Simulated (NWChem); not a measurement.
System: H₂SeSO; SMILES O[Se]S

```xyz
5

Se     0.4212     0.4555     0.0034
O     -1.1265     1.3795    -0.0559
H     -1.4422     1.4556     0.8549
S     -0.2185    -1.6344     0.0477
H     -0.3701    -1.8275    -1.2857
```
Atoms are numbered in this order, from 1.

All runs: NWChem. Structure relaxed at the PBE0/def2-SVP level. Total energies compare along this basis series because the functional is fixed.

```json
[
 {"level": "B3LYP/pcseg-1", "basis functions": "69", "energy (Ha)": "-2875.9098", "highest occupied level (eV)": "-6.70", "orbital gap (eV)": "5.33", "dipole (D)": "0.53"},
 {"level": "B3LYP/aug-pcseg-1", "basis functions": "104", "energy (Ha)": "-2875.9235", "highest occupied level (eV)": "-6.81", "orbital gap (eV)": "5.20", "dipole (D)": "0.54"},
 {"level": "B3LYP/pcseg-2", "basis functions": "135", "energy (Ha)": "-2876.3256", "highest occupied level (eV)": "-6.75", "orbital gap (eV)": "5.33", "dipole (D)": "0.59"},
 {"level": "B3LYP/STO-3G", "basis functions": "34", "energy (Ha)": "-2843.9735", "highest occupied level (eV)": "-3.74", "orbital gap (eV)": "6.96", "dipole (D)": "0.95"},
 {"level": "B3LYP/def2-SVP", "basis functions": "74", "energy (Ha)": "-2875.7280", "highest occupied level (eV)": "(withheld)", "orbital gap (eV)": "(withheld)", "dipole (D)": "0.55"}
]
```

### Question
Complete the blanks.

### Answer

- B3LYP/def2-SVP, highest occupied level (eV): -6.49
- B3LYP/def2-SVP, orbital gap (eV): 5.52
